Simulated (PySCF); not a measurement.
# NMR data sheet: C3H12N2Si3

* Formula: C3H12N2Si3
* SMILES: [H]/N=C\[C@H]1C[SiH2]N[SiH2][SiH2]1
* Point group of the computed structure: C1
* Degrees of unsaturation: 2
* Carbon signals: 3
* Proton signals: 12

Atoms are numbered as in `[H]/[N:1]=[CH:2]\[C@H:3]1[CH2:4][SiH2:5][NH:6][SiH2:7][SiH2:8]1` (H(Xn): hydrogen on atom n). Ha(C4), Ha(Si5), Ha(Si7), Ha(Si8) are cis to C2 on the ring; Hb(C4), Hb(Si5), Hb(Si7), Hb(Si8) are trans to C2 on the ring.

PySCF calculation with shielding tensors at PBE0/pcSseg-1 (GIAO) and coordinates at the GFN2-xTB level; non-relativistic Hamiltonian, isolated molecule, one conformer.

Chemical shifts δ = σref − σ; ¹H (σ = 31.72 ppm) and ¹³C (σ = 186.93 ppm) and ²⁹Si (σ = 349.16 ppm) vs TMS; ¹⁵N (σ = 267.73 ppm) against NH3, all at this level.

```tsv
carbon	δC, type	δH (multiplicity)	HMBC from (2–3 bonds)	span of the C tensor (ppm)
C2	181.0, CH	7.73 (d)	Ha(Si8), Hb(Si8), H(C3), Ha(C4), Hb(C4)	220
C3	33.2, CH	1.83 (m)	H(C2), Hb(Si7), Ha(Si7), Hb(Si5), Ha(Si5), Ha(Si8), Hb(Si8), Ha(C4), Hb(C4)	52
C4	13.8, CH2	Ha(C4) 1.11 (m); Hb(C4) 1.02 (m)	H(C2), Hb(Si5), Ha(Si5), Ha(Si8), Hb(Si8), H(C3)	9
```

Other nuclei:
```json
{"atoms": "H(N1)", "nucleus": "¹H", "environment": "hydrogen on an imine nitrogen", "δ (ppm)": "10.22", "σ (ppm)": "21.50"}
{"atoms": "Hb(Si7)", "nucleus": "¹H", "environment": "hydrogen on a silicon bonded to N, Si, in a 6-membered ring", "δ (ppm)": "5.22", "σ (ppm)": "26.49"}
{"atoms": "Ha(Si7)", "nucleus": "¹H", "environment": "hydrogen on a silicon bonded to N, Si, in a 6-membered ring", "δ (ppm)": "5.11", "σ (ppm)": "26.61"}
{"atoms": "Hb(Si5)", "nucleus": "¹H", "environment": "hydrogen on a silicon bonded to C, N, in a 6-membered ring", "δ (ppm)": "5.06", "σ (ppm)": "26.66"}
{"atoms": "Ha(Si5)", "nucleus": "¹H", "environment": "hydrogen on a silicon bonded to C, N, in a 6-membered ring", "δ (ppm)": "4.92", "σ (ppm)": "26.79"}
{"atoms": "Ha(Si8)", "nucleus": "¹H", "environment": "hydrogen on a silicon bonded to C, Si, in a 6-membered ring", "δ (ppm)": "3.86", "σ (ppm)": "27.86"}
{"atoms": "Hb(Si8)", "nucleus": "¹H", "environment": "hydrogen on a silicon bonded to C, Si, in a 6-membered ring", "δ (ppm)": "3.64", "σ (ppm)": "28.08"}
{"atoms": "H(N6)", "nucleus": "¹H", "environment": "hydrogen on a nitrogen bonded to 2 Si, in a 6-membered ring", "δ (ppm)": "-0.76", "σ (ppm)": "32.48"}
{"atoms": "Si5", "nucleus": "²⁹Si", "environment": "silicon bonded to C, N, 2 H, in a 6-membered ring", "δ (ppm)": "-31.9", "σ (ppm)": "381.1"}
{"atoms": "Si7", "nucleus": "²⁹Si", "environment": "silicon bonded to N, Si, 2 H, in a 6-membered ring", "δ (ppm)": "-56.6", "σ (ppm)": "405.7"}
{"atoms": "Si8", "nucleus": "²⁹Si", "environment": "silicon bonded to C, Si, 2 H, in a 6-membered ring", "δ (ppm)": "-77.5", "σ (ppm)": "426.7"}
{"atoms": "N1", "nucleus": "¹⁵N", "environment": "imine nitrogen", "δ (ppm)": "345.9", "σ (ppm)": "-78.2"}
{"atoms": "N6", "nucleus": "¹⁵N", "environment": "nitrogen bonded to 2 Si, H, in a 6-membered ring", "δ (ppm)": "-2.0", "σ (ppm)": "269.7"}
```

1. Carbon types of the structure: 2 × CH, 1 × CH2, leaving 8 H on heteroatoms.
2. δC 181.0: C=N carbon.
3. δH 10.22: hydrogen on an imine nitrogen; exchangeable, gas-phase position.
4. δH 7.73: hydrogen on a C=N carbon.
5. δH 5.06, 4.92: hydrogen on a silicon bonded to C, N, in a 6-membered ring.
6. δH -0.76: hydrogen on a nitrogen bonded to 2 Si, in a 6-membered ring; exchangeable; this is the value without hydrogen bonding to other molecules.

OH/NH shifts are gas-phase values; hydrogen bonding in solution moves them, usually downfield. Shifts are as computed. Against solution values, carbons near 30 ppm lie about +3 ppm off and those near 130 ppm about +5 ppm. Of 1211 compounds with measured shifts, 218 miss one by over three times the rms of a fit or turn the order of signals round; such compounds aren't used in these exercises. Experimental scales use liquid or dissolved standards, which lie at an offset from isolated NH3 (liquid NH3: subtract about 20 ppm). Unscaled 15N shifts of sp2 nitrogen come out 20 to 40 ppm too high even then. No couplings were computed; multiplicities are counted from neighbouring protons, with m where these are inequivalent, close in shift, in a saturated or five-membered ring or joined by F or P, and br s for small geminal =CH2 splittings.
